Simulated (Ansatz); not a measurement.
Relaxation of (NMe2)2Sn(OSiH2)2O (C₄H₁₆N₂O₃Si₂Sn) with RKS r2SCAN-D4/def2-SVP.

```sh
$ ansatz run in.yaml --threads 4 --pin off --events-out ev --progress --plain --max-ram 6963MiB
```

```yaml
crystal:
  periodic: [false, false, false]
  atoms:
    - {symbol: Sn, position_ang: [0.568080, 0.123020, 0.236360]}
    - {symbol: N, position_ang: [-0.017590, -1.489970, 1.969170]}
    - {symbol: C, position_ang: [-1.322770, -1.128330, 2.410430]}
    - {symbol: C, position_ang: [0.006630, -2.780700, 1.359100]}
    - {symbol: N, position_ang: [1.956700, 1.415740, -1.044720]}
    - {symbol: C, position_ang: [2.584890, 2.485010, -0.337180]}
    - {symbol: C, position_ang: [2.861350, 0.666890, -1.857090]}
    - {symbol: O, position_ang: [-0.430540, -0.867460, -1.323350]}
    - {symbol: Si, position_ang: [-1.992180, -0.803970, -1.683290]}
    - {symbol: O, position_ang: [-2.831360, 0.194750, -0.722040]}
    - {symbol: Si, position_ang: [-2.425180, 1.560580, 0.050940]}
    - {symbol: O, position_ang: [-0.896360, 1.571830, 0.545860]}
    - {symbol: H, position_ang: [-1.298280, -0.125720, 2.837900]}
    - {symbol: H, position_ang: [-1.639700, -1.838120, 3.183050]}
    - {symbol: H, position_ang: [-2.076680, -1.163200, 1.610610]}
    - {symbol: H, position_ang: [-0.251890, -3.527130, 2.118260]}
    - {symbol: H, position_ang: [-0.712820, -2.882190, 0.536520]}
    - {symbol: H, position_ang: [1.011770, -2.989960, 0.988580]}
    - {symbol: H, position_ang: [1.872410, 2.921370, 0.362810]}
    - {symbol: H, position_ang: [3.499380, 2.184170, 0.192330]}
    - {symbol: H, position_ang: [2.860900, 3.255850, -1.065490]}
    - {symbol: H, position_ang: [3.781730, 0.373170, -1.334260]}
    - {symbol: H, position_ang: [2.350080, -0.214320, -2.244750]}
    - {symbol: H, position_ang: [3.148400, 1.294140, -2.708400]}
    - {symbol: H, position_ang: [-2.110470, -0.343120, -3.059050]}
    - {symbol: H, position_ang: [-2.595410, -2.105390, -1.385460]}
    - {symbol: H, position_ang: [-2.603780, 2.683560, -0.860390]}
    - {symbol: H, position_ang: [-3.297310, 1.529510, 1.223560]}
basis:
  gaussian: {orbitals: def2-SVP}
hamiltonian: {xc: r2scan, dispersion: d4}
scf: {lower_state_search: "off"}
output: {orbitals: {seedname: orbitals}}
relax: {f_tol: 0.03, max_steps: 70}
```

Run time 5.7 min (4 threads of Arm Neoverse V1 on a shared host).

Positions (Å) and forces (eV/Å) at steps 1, 2, 3, 4, 5, 6, 7, 8, 9, 10 of 32:

```xyz
28
step=1 energy=-35098.5851 eV
Sn    0.568    0.123    0.236   -1.289    0.210   -0.905
N    -0.018   -1.490    1.969    1.248    1.031   -0.218
C    -1.323   -1.128    2.410    0.005    0.458   -0.383
C     0.007   -2.781    1.359    0.090    0.276   -0.419
N     1.957    1.416   -1.045   -1.431   -0.995    0.915
C     2.585    2.485   -0.337   -0.139   -0.106    0.217
C     2.861    0.667   -1.857   -0.127   -0.225    0.137
O    -0.431   -0.867   -1.323    2.347    0.530    1.284
Si   -1.992   -0.804   -1.683   -0.388   -0.985   -0.625
O    -2.831    0.195   -0.722   -0.856   -0.161    0.057
Si   -2.425    1.561    0.051   -0.666    0.714    0.584
O    -0.896    1.572    0.546    2.504   -0.819    0.445
H    -1.298   -0.126    2.838   -0.193    0.300    0.202
H    -1.640   -1.838    3.183   -0.091   -0.277    0.309
H    -2.077   -1.163    1.611   -0.503   -0.015   -0.173
H    -0.252   -3.527    2.118   -0.076   -0.280    0.314
H    -0.713   -2.882    0.537   -0.232   -0.251   -0.367
H     1.012   -2.990    0.989    0.268   -0.265   -0.142
H     1.872    2.921    0.363   -0.145    0.313    0.258
H     3.499    2.184    0.192    0.342    0.043    0.218
H     2.861    3.256   -1.065    0.139    0.320   -0.250
H     3.782    0.373   -1.334    0.380   -0.161    0.054
H     2.350   -0.214   -2.245   -0.050   -0.331   -0.271
H     3.148    1.294   -2.708    0.152    0.219   -0.344
H    -2.110   -0.343   -3.059   -0.237    0.060   -0.763
H    -2.595   -2.105   -1.385   -0.272   -0.628   -0.268
H    -2.604    2.684   -0.860   -0.303    0.632   -0.324
H    -3.297    1.530    1.224   -0.476    0.392    0.459
28
step=2 energy=-35099.4907 eV
Sn    0.505    0.087    0.217    0.005    0.139   -0.088
N     0.038   -1.379    1.864    0.697    0.870   -0.648
C    -1.280   -1.051    2.343   -0.334    0.080    0.147
C     0.049   -2.707    1.298    0.010   -0.303   -0.074
N     1.901    1.288   -0.908   -0.554   -0.562    0.498
C     2.528    2.429   -0.280   -0.063    0.024    0.161
C     2.808    0.607   -1.804   -0.006   -0.136   -0.049
O    -0.384   -0.885   -1.311    1.018    0.146    0.364
Si   -1.964   -0.834   -1.685   -0.615   -0.785   -0.774
O    -2.808    0.189   -0.715   -0.218   -0.095    0.080
Si   -2.394    1.558    0.094   -0.799    0.784    0.355
O    -0.845    1.535    0.591    1.027   -0.257    0.257
H    -1.302   -0.049    2.789   -0.052    0.087    0.007
H    -1.545   -1.780    3.136    0.069    0.032    0.026
H    -2.091   -1.130    1.585   -0.054    0.047   -0.027
H    -0.209   -3.423    2.103    0.062    0.021    0.023
H    -0.686   -2.872    0.485    0.019   -0.023   -0.089
H     1.051   -2.971    0.931    0.076   -0.049   -0.071
H     1.836    2.918    0.419   -0.046    0.043    0.080
H     3.481    2.196    0.239   -0.016   -0.008    0.074
H     2.777    3.171   -1.066   -0.061   -0.061   -0.022
H     3.775    0.319   -1.342    0.004   -0.081    0.018
H     2.326   -0.279   -2.241   -0.015   -0.096   -0.040
H     3.054    1.291   -2.641   -0.058    0.010    0.040
H    -2.115   -0.393   -3.093   -0.040    0.022   -0.179
H    -2.590   -2.167   -1.466    0.012   -0.114   -0.092
H    -2.605    2.721   -0.805   -0.036    0.148   -0.065
H    -3.312    1.611    1.262   -0.031    0.116    0.089
28
step=3 energy=-35099.7641 eV
Sn    0.506    0.092    0.205   -0.950   -0.097   -0.179
N     0.071   -1.266    1.710   -0.265   -0.574    0.389
C    -1.245   -1.001    2.301   -0.154    0.018    0.187
C     0.089   -2.661    1.256    0.099   -0.119    0.015
N     1.858    1.183   -0.806    1.002    0.353   -0.204
C     2.472    2.371   -0.227   -0.001    0.135   -0.016
C     2.762    0.552   -1.760    0.003   -0.034   -0.140
O    -0.354   -0.870   -1.329    0.082   -0.038   -0.142
Si   -1.957   -0.850   -1.711   -0.070   -0.167   -0.220
O    -2.795    0.195   -0.721    0.133    0.021    0.068
Si   -2.391    1.580    0.113   -0.192    0.179    0.035
O    -0.819    1.531    0.610    0.112    0.071    0.116
H    -1.295   -0.002    2.758    0.034    0.030   -0.078
H    -1.429   -1.745    3.111    0.213    0.204   -0.201
H    -2.109   -1.111    1.599    0.215    0.066    0.041
H    -0.149   -3.326    2.118    0.143    0.266   -0.144
H    -0.658   -2.900    0.464    0.134    0.115    0.070
H     1.086   -2.954    0.888    0.024    0.052   -0.053
H     1.789    2.890    0.462   -0.054   -0.091    0.023
H     3.441    2.181    0.288   -0.163   -0.064    0.015
H     2.703    3.085   -1.050   -0.129   -0.180    0.126
H     3.749    0.266   -1.332   -0.150   -0.033    0.034
H     2.298   -0.328   -2.231   -0.046   -0.010    0.067
H     2.981    1.279   -2.575   -0.134   -0.117    0.182
H    -2.120   -0.403   -3.126   -0.012   -0.036    0.006
H    -2.572   -2.196   -1.507    0.050    0.022   -0.038
H    -2.601    2.752   -0.790    0.022   -0.001    0.054
H    -3.313    1.653    1.285    0.054    0.030   -0.014
28
step=4 energy=-35099.9402 eV
Sn    0.388    0.090    0.138    0.122    0.216   -0.222
N     0.126   -1.236    1.707   -0.075   -0.054   -0.111
C    -1.173   -0.968    2.327   -0.098   -0.250    0.224
C     0.202   -2.624    1.247   -0.051   -0.111    0.163
N     1.862    1.135   -0.777    0.249   -0.082    0.142
C     2.443    2.313   -0.154   -0.017   -0.040   -0.129
C     2.748    0.476   -1.722   -0.046    0.144   -0.003
O    -0.416   -0.852   -1.435    0.019   -0.011    0.018
Si   -2.025   -0.818   -1.799   -0.259   -0.073   -0.101
O    -2.840    0.230   -0.777    0.315    0.032    0.034
Si   -2.448    1.616    0.079   -0.257    0.075   -0.068
O    -0.877    1.559    0.588   -0.020    0.033    0.031
H    -1.226    0.054    2.732    0.064   -0.056   -0.064
H    -1.302   -1.678    3.174    0.034    0.158   -0.141
H    -2.048   -1.119    1.648    0.102    0.009    0.090
H     0.043   -3.292    2.122    0.075    0.129   -0.168
H    -0.565   -2.892    0.485    0.089    0.007    0.074
H     1.197   -2.861    0.828   -0.069    0.103    0.038
H     1.724    2.803    0.522    0.000   -0.074   -0.029
H     3.388    2.114    0.400   -0.102   -0.023    0.000
H     2.686    3.039   -0.957   -0.014   -0.028    0.112
H     3.718    0.152   -1.282   -0.090   -0.022    0.001
H     2.253   -0.389   -2.190   -0.010    0.027    0.046
H     2.985    1.199   -2.531    0.013   -0.107    0.036
H    -2.201   -0.371   -3.213   -0.012    0.014    0.044
H    -2.630   -2.169   -1.604    0.004    0.052   -0.004
H    -2.648    2.801   -0.808    0.012   -0.034    0.026
H    -3.364    1.691    1.253    0.021   -0.030   -0.039
28
step=5 energy=-35100.0137 eV
Sn    0.318    0.136    0.057    0.001   -0.131    0.154
N     0.127   -1.191    1.644   -0.202   -0.081   -0.046
C    -1.137   -0.983    2.362    0.067   -0.088   -0.025
C     0.278   -2.590    1.237    0.056    0.037    0.036
N     1.885    1.104   -0.758    0.019   -0.093    0.108
C     2.447    2.268   -0.104   -0.004   -0.034   -0.041
C     2.760    0.429   -1.695   -0.019    0.050    0.029
O    -0.475   -0.822   -1.512   -0.025    0.030   -0.005
Si   -2.092   -0.793   -1.856   -0.165    0.021    0.004
O    -2.881    0.257   -0.814    0.281    0.050    0.006
Si   -2.510    1.655    0.034   -0.179   -0.062   -0.054
O    -0.934    1.610    0.538    0.015   -0.025   -0.022
H    -1.206    0.058    2.719   -0.018   -0.081   -0.015
H    -1.157   -1.658    3.248    0.022    0.189   -0.218
H    -2.053   -1.204    1.757    0.191    0.015    0.138
H     0.230   -3.236    2.144    0.035    0.174   -0.225
H    -0.510   -2.944    0.529    0.157    0.024    0.128
H     1.267   -2.755    0.766   -0.181    0.019    0.055
H     1.697    2.743    0.550    0.047   -0.014   -0.036
H     3.358    2.051    0.497   -0.076    0.003   -0.034
H     2.728    3.010   -0.879    0.016    0.001    0.084
H     3.701    0.051   -1.236   -0.075    0.012   -0.029
H     2.232   -0.413   -2.174    0.035    0.034    0.009
H     3.042    1.141   -2.497    0.035   -0.069    0.011
H    -2.286   -0.339   -3.264   -0.023    0.011    0.024
H    -2.694   -2.144   -1.655   -0.004    0.044    0.000
H    -2.715    2.839   -0.850   -0.013   -0.023    0.000
H    -3.419    1.717    1.213    0.006   -0.012   -0.036
28
step=6 energy=-35100.0541 eV
Sn    0.252    0.150    0.006    0.093    0.160   -0.110
N     0.151   -1.135    1.595   -0.306   -0.281    0.143
C    -1.085   -0.964    2.366    0.033   -0.127    0.033
C     0.362   -2.532    1.214    0.050   -0.064    0.076
N     1.882    1.062   -0.730   -0.026   -0.028    0.005
C     2.446    2.208   -0.048    0.021   -0.019    0.013
C     2.757    0.377   -1.656    0.020   -0.006    0.009
O    -0.538   -0.800   -1.570   -0.034    0.027    0.010
Si   -2.161   -0.773   -1.903   -0.060    0.037    0.032
O    -2.925    0.272   -0.841    0.141    0.019   -0.006
Si   -2.572    1.671    0.004   -0.046   -0.042   -0.034
O    -0.990    1.629    0.499   -0.020   -0.029   -0.040
H    -1.191    0.088    2.679   -0.031   -0.102   -0.005
H    -1.026   -1.597    3.280   -0.015    0.180   -0.218
H    -2.018   -1.260    1.817    0.244    0.050    0.135
H     0.406   -3.157    2.135    0.009    0.164   -0.227
H    -0.440   -2.955    0.560    0.189    0.077    0.137
H     1.333   -2.646    0.693   -0.181   -0.009    0.059
H     1.680    2.692    0.580    0.044    0.005   -0.016
H     3.322    1.962    0.592   -0.064    0.011   -0.046
H     2.779    2.959   -0.795   -0.004   -0.038    0.058
H     3.667   -0.050   -1.176   -0.070    0.027   -0.041
H     2.212   -0.436   -2.164    0.046    0.031    0.005
H     3.097    1.085   -2.441    0.004   -0.052    0.040
H    -2.372   -0.305   -3.302   -0.013    0.001    0.008
H    -2.763   -2.119   -1.698   -0.006    0.009   -0.012
H    -2.786    2.852   -0.880   -0.020   -0.001    0.002
H    -3.478    1.721    1.184   -0.001    0.001   -0.010
28
step=7 energy=-35100.0770 eV
Sn    0.200    0.184   -0.039   -0.003   -0.118    0.115
N     0.140   -1.106    1.562   -0.112   -0.080   -0.041
C    -1.060   -0.978    2.385   -0.045   -0.116   -0.005
C     0.442   -2.492    1.217   -0.013   -0.048    0.049
N     1.870    1.051   -0.737   -0.026    0.063   -0.023
C     2.456    2.158   -0.011    0.104    0.025    0.015
C     2.751    0.341   -1.637    0.096   -0.039   -0.041
O    -0.591   -0.760   -1.618   -0.012    0.025   -0.002
Si   -2.215   -0.739   -1.944   -0.008   -0.013   -0.004
O    -2.968    0.296   -0.873    0.022    0.008    0.002
Si   -2.629    1.696   -0.032   -0.025    0.010   -0.015
O    -1.042    1.665    0.449    0.023   -0.039   -0.007
H    -1.225    0.080    2.652   -0.014   -0.142   -0.007
H    -0.913   -1.557    3.325   -0.048    0.162   -0.193
H    -1.995   -1.367    1.901    0.246    0.093    0.127
H     0.590   -3.083    2.151   -0.026    0.169   -0.222
H    -0.361   -3.001    0.627    0.204    0.103    0.121
H     1.387   -2.549    0.641   -0.178   -0.018    0.074
H     1.689    2.665    0.597    0.032   -0.001   -0.009
H     3.293    1.859    0.660   -0.086    0.023   -0.068
H     2.855    2.911   -0.724   -0.039   -0.098    0.069
H     3.619   -0.136   -1.126   -0.091    0.046   -0.053
H     2.194   -0.441   -2.182    0.043    0.046    0.025
H     3.161    1.040   -2.398   -0.047   -0.068    0.093
H    -2.440   -0.266   -3.339    0.000    0.008   -0.001
H    -2.816   -2.087   -1.746    0.002   -0.003   -0.006
H    -2.862    2.875   -0.913   -0.006    0.005    0.000
H    -3.531    1.740    1.151    0.009   -0.004    0.008
28
step=8 energy=-35100.0917 eV
Sn    0.177    0.186   -0.059   -0.043   -0.006    0.046
N     0.137   -1.082    1.547   -0.083   -0.135    0.006
C    -1.050   -0.983    2.385   -0.058   -0.035    0.021
C     0.486   -2.460    1.226   -0.001   -0.040    0.058
N     1.850    1.053   -0.748    0.037    0.075   -0.032
C     2.461    2.124    0.012    0.073    0.006    0.003
C     2.736    0.328   -1.632    0.078   -0.015   -0.050
O    -0.617   -0.747   -1.643    0.006    0.012    0.004
Si   -2.241   -0.725   -1.968   -0.008    0.001    0.002
O    -2.991    0.307   -0.892    0.001   -0.003   -0.006
Si   -2.651    1.703   -0.046    0.005    0.008   -0.010
O    -1.062    1.666    0.430   -0.017   -0.012   -0.003
H    -1.263    0.073    2.624    0.006   -0.097   -0.009
H    -0.863   -1.519    3.340   -0.032    0.092   -0.114
H    -1.971   -1.428    1.933    0.164    0.064    0.062
H     0.689   -3.020    2.164   -0.024    0.092   -0.135
H    -0.310   -3.015    0.674    0.118    0.079    0.073
H     1.410   -2.495    0.620   -0.071   -0.018    0.032
H     1.703    2.652    0.614    0.013   -0.011   -0.004
H     3.273    1.783    0.693   -0.063    0.018   -0.044
H     2.903    2.872   -0.679   -0.036   -0.077    0.045
H     3.576   -0.178   -1.105   -0.054    0.025   -0.034
H     2.174   -0.430   -2.203    0.024    0.029    0.020
H     3.186    1.026   -2.370   -0.036   -0.054    0.064
H    -2.467   -0.245   -3.361    0.001    0.003    0.003
H    -2.841   -2.074   -1.775    0.001    0.002   -0.007
H    -2.887    2.886   -0.922   -0.003    0.000    0.008
H    -3.547    1.742    1.142    0.004   -0.003    0.001
28
step=9 energy=-35100.1020 eV
Sn    0.146    0.206   -0.070    0.002   -0.045   -0.063
N     0.135   -1.061    1.530    0.008   -0.093    0.033
C    -1.043   -0.989    2.377   -0.069    0.017    0.054
C     0.553   -2.426    1.249   -0.025    0.039   -0.015
N     1.827    1.058   -0.770    0.084    0.080    0.006
C     2.472    2.075    0.038    0.048   -0.005   -0.015
C     2.714    0.312   -1.638   -0.003   -0.025   -0.024
O    -0.644   -0.718   -1.661   -0.030    0.003   -0.011
Si   -2.267   -0.700   -1.995    0.016   -0.002    0.005
O    -3.024    0.323   -0.916   -0.011    0.020    0.005
Si   -2.689    1.715   -0.059   -0.014   -0.019   -0.020
O    -1.101    1.678    0.419    0.026   -0.018    0.009
H    -1.311    0.062    2.575    0.013   -0.074   -0.008
H    -0.821   -1.471    3.350   -0.025    0.034   -0.037
H    -1.938   -1.500    1.953    0.058    0.023    0.030
H     0.803   -2.943    2.197   -0.013    0.044   -0.027
H    -0.221   -3.037    0.733    0.045    0.033    0.031
H     1.463   -2.436    0.626   -0.005   -0.001   -0.001
H     1.725    2.625    0.632    0.012    0.000    0.008
H     3.247    1.675    0.729   -0.053    0.026   -0.039
H     2.969    2.815   -0.623   -0.022   -0.051    0.039
H     3.515   -0.236   -1.094   -0.038    0.019   -0.023
H     2.141   -0.412   -2.241    0.019    0.023    0.019
H     3.214    1.005   -2.345   -0.029   -0.031    0.040
H    -2.488   -0.212   -3.386    0.002    0.002    0.003
H    -2.864   -2.052   -1.814    0.000    0.004   -0.006
H    -2.930    2.904   -0.926    0.004   -0.001    0.010
H    -3.584    1.742    1.130    0.000   -0.003   -0.003
28
step=10 energy=-35100.1079 eV
Sn    0.116    0.206   -0.105   -0.023    0.028    0.041
N     0.126   -1.026    1.521    0.046   -0.111    0.017
C    -1.046   -0.998    2.379   -0.082    0.050   -0.001
C     0.641   -2.367    1.289   -0.087   -0.001    0.014
N     1.804    1.070   -0.792    0.130    0.094    0.106
C     2.494    2.012    0.077    0.006   -0.068   -0.025
C     2.677    0.299   -1.655    0.034   -0.036   -0.057
O    -0.684   -0.699   -1.702    0.020    0.008    0.007
Si   -2.305   -0.670   -2.043   -0.018    0.004    0.024
O    -3.064    0.341   -0.954   -0.013    0.006   -0.018
Si   -2.723    1.717   -0.076    0.022   -0.006    0.000
O    -1.134    1.667    0.399   -0.039    0.011   -0.011
H    -1.391    0.042    2.526    0.049   -0.144   -0.023
H    -0.784   -1.409    3.375   -0.028    0.036   -0.088
H    -1.905   -1.595    1.988    0.099    0.061    0.056
H     0.947   -2.828    2.250   -0.032    0.046   -0.046
H    -0.097   -3.053    0.812    0.091    0.054    0.049
H     1.538   -2.337    0.646   -0.016    0.003    0.002
H     1.766    2.588    0.670    0.022   -0.020    0.000
H     3.220    1.534    0.775   -0.102    0.059   -0.095
H     3.059    2.741   -0.541   -0.058   -0.098    0.041
H     3.432   -0.308   -1.104   -0.060    0.047   -0.059
H     2.082   -0.375   -2.295    0.056    0.042    0.032
H     3.234    0.987   -2.323   -0.030   -0.065    0.034
H    -2.519   -0.165   -3.429    0.008    0.005    0.003
H    -2.907   -2.023   -1.882    0.003    0.004   -0.006
H    -2.963    2.922   -0.921    0.004   -0.001    0.005
H    -3.615    1.729    1.116   -0.002   -0.007   -0.004
```

In the def2 sets Sn takes a core potential; there is no spin–orbit coupling.
